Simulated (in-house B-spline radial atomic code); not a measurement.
The numbers below are computed, except where a source is named.
**N in an electron gas of r_s = 2: phase shifts, screening, friction and resistivity**

A nucleus sits in a uniform electron gas with a rigid positive background. The Kohn-Sham equations are solved self-consistently in the spin-unpolarised LDA (PW92), non-relativistic, on B-splines with outgoing waves at the boundary and partial waves to l = 8. The model has no lattice, no bands and no magnetic solution. Atomic units; δ_l are the phase shifts at the Fermi level, counted so that each bound state adds π, and good to about 0.0005.

The density parameter is r_s = 2 bohr, near that of the valence electrons of Si (4 per atom, density 2.33 g/cm³, mass 28.09 u, which gives r_s = 2.01).

```tsv
l	δ_l (rad)
0	4.5493
1	1.9482
2	0.0845
3	0.0196
4	0.0039
5	0.0009
6	0.0003
7	0.0002
8	0.0002
```

Bound levels below the band bottom (hartree): s -13.26, s -0.1893.

(1) Check the Friedel sum rule, and say where the screening charge sits.

(2) Find the transport cross section and the electronic stopping of a 5 keV N ion (mass 14.01 u).

(3) What residual resistivity would 1 atomic per cent of such centres give in a metal of this density?

(4) On a substitutional site the background of one host ion, a sphere holding 4 charges, is taken out. The phase shifts for l = 0 to 4 become 4.0960, 1.1194, -0.3209, -0.1115, -0.0292. What follows?

Answers

(1) k_F = (9π/4)^(1/3)/r_s = 0.95958. The rule is Z = (2/π) Σ (2l + 1) δ_l. The terms are s 2.896, p 3.721, d 0.269, f 0.087 and 0.035 beyond, in all 7.008 against Z = 7. Bound states hold 4 s, 0 p, 0 d electrons, so the scattering states carry 3.01 in all; where a term is smaller than its bound count, the bound level has drawn weight out of the band.

(2) σ_tr = (4π/k_F²) Σ (l + 1) sin²(δ_l − δ_(l+1)). The terms for l = 0 to 3 are 0.2648, 1.8333, 0.0126, 0.0010, all together 2.1117, so σ_tr = 13.647 × 2.1117 = 28.819 bohr². With n = 3/(4π r_s³) = 0.02984, the friction coefficient is Q = n k_F σ_tr = 0.8252. For v well below v_F = 0.960, dE/dx = Q v; with 24801 eV per u at v = 1, v = √(5000/(24801 × 14.01)) = 0.1200, so dE/dx = 0.09899 hartree/bohr = 50.9 eV/nm. The largest term couples the p and d waves.

(3) Δρ = k_F n_i σ_tr/n in atomic units of 21.74 μΩ·cm. With one host atom per 4 electrons, n_i/n = 0.01/4, so Δρ = 0.9596 × 0.00250 × 28.819 × 21.74 = 1.50 μΩ·cm. This is an atom added to the gas, as on an interstitial site.

(4) The Friedel sum is now 3.00, for Z − 4 = 3. The sum in σ_tr is 2.1525, so σ_tr = 29.38 bohr² and Δρ = 1.53 μΩ·cm per atomic per cent, 1.02 times the value above. A real host ion scatters too, so this model doesn't give zero even for the host's own atom.
